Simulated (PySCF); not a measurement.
# `C[C@@]1(F)OC[C@H]1C(=O)O`, C$_{5}$H$_{7}$FO$_{3}$

Geometry:
```json
{"atom": "C1", "x (Å)": "-0.656", "y (Å)": "-1.283", "z (Å)": "1.095"}
{"atom": "C2", "x (Å)": "-1.023", "y (Å)": "-0.022", "z (Å)": "0.345"}
{"atom": "F3", "x (Å)": "-2.272", "y (Å)": "-0.196", "z (Å)": "-0.219"}
{"atom": "O4", "x (Å)": "-1.000", "y (Å)": "1.155", "z (Å)": "1.102"}
{"atom": "C5", "x (Å)": "-0.086", "y (Å)": "1.801", "z (Å)": "0.206"}
{"atom": "C6", "x (Å)": "-0.038", "y (Å)": "0.565", "z (Å)": "-0.699"}
{"atom": "C7", "x (Å)": "1.293", "y (Å)": "-0.128", "z (Å)": "-0.810"}
{"atom": "O8", "x (Å)": "2.273", "y (Å)": "0.144", "z (Å)": "-0.172"}
{"atom": "O9", "x (Å)": "1.257", "y (Å)": "-1.113", "z (Å)": "-1.709"}
{"atom": "H10", "x (Å)": "-1.384", "y (Å)": "-1.441", "z (Å)": "1.886"}
{"atom": "H11", "x (Å)": "-0.672", "y (Å)": "-2.129", "z (Å)": "0.412"}
{"atom": "H12", "x (Å)": "0.332", "y (Å)": "-1.171", "z (Å)": "1.533"}
{"atom": "H13", "x (Å)": "0.863", "y (Å)": "2.024", "z (Å)": "0.699"}
{"atom": "H14", "x (Å)": "-0.516", "y (Å)": "2.700", "z (Å)": "-0.236"}
{"atom": "H15", "x (Å)": "-0.495", "y (Å)": "0.666", "z (Å)": "-1.682"}
{"atom": "H16", "x (Å)": "2.116", "y (Å)": "-1.563", "z (Å)": "-1.763"}
```

Computed with PySCF 2.14.0, TDDFT B3LYP/def2-SVPD circular dichroism and optical rotation, one conformer, gas phase. Geometry: GFN2-xTB.

The molecule is flexible and this is one conformer; a measurement averages over conformers. States above about 8.1 eV lie in this functional's continuum (it starts at minus the energy of the highest occupied orbital, well below the true ionisation energy for most functionals) and depend on the basis.

Task: Draw the ECD and absorption spectra from the lowest 16 states, each a Gaussian of half-width 0.35 eV at 1/e height.

Result: 
| E (eV) | λ (nm) | Δε (L mol⁻¹ cm⁻¹) | ε (L mol⁻¹ cm⁻¹) |
| --- | --- | --- | --- |
| 5.22 | 237 | -0.27 | 7.16 |
| 5.32 | 233 | -0.57 | 14.9 |
| 5.42 | 229 | -1.01 | 26.5 |
| 5.52 | 225 | -1.52 | 40.2 |
| 5.62 | 221 | -1.94 | 52.5 |
| 5.72 | 217 | -2.09 | 60.5 |
| 5.82 | 213 | -1.91 | 65.3 |
| 5.92 | 209 | -1.45 | 72.5 |
| 6.02 | 206 | -0.89 | 89.2 |
| 6.12 | 203 | -0.37 | 117 |
| 6.22 | 199 | +0.01 | 149 |
| 6.32 | 196 | +0.23 | 171 |
| 6.42 | 193 | +0.36 | 177 |
| 6.52 | 190 | +0.52 | 179 |
| 6.62 | 187 | +0.95 | 217 |
| 6.72 | 184 | +2.04 | 361 |
| 6.82 | 182 | +4.21 | 695 |
| 6.92 | 179 | +7.75 | 1290 |
| 7.02 | 177 | +12.43 | 2150 |
| 7.12 | 174 | +17.36 | 3170 |
| 7.22 | 172 | +21.24 | 4130 |
| 7.32 | 169 | +23.10 | 4790 |
| 7.42 | 167 | +22.87 | 4960 |
| 7.52 | 165 | +21.45 | 4630 |
| 7.62 | 163 | +19.99 | 3970 |
| 7.72 | 161 | +18.94 | 3260 |
| 7.82 | 158 | +17.70 | 2750 |
| 7.92 | 156 | +15.19 | 2610 |
| 8.02 | 155 | +10.75 | 2900 |
| 8.12 | 153 | +4.72 | 3590 |
| 8.22 | 151 | -1.66 | 4550 |
| 8.32 | 149 | -6.74 | 5580 |
| 8.42 | 147 | -9.29 | 6390 |
| 8.52 | 145 | -9.09 | 6670 |
| 8.62 | 144 | -7.04 | 6270 |

Δε uses R in velocity form, ε uses f in length form. Only the states computed contribute, so the short-wavelength end is incomplete.
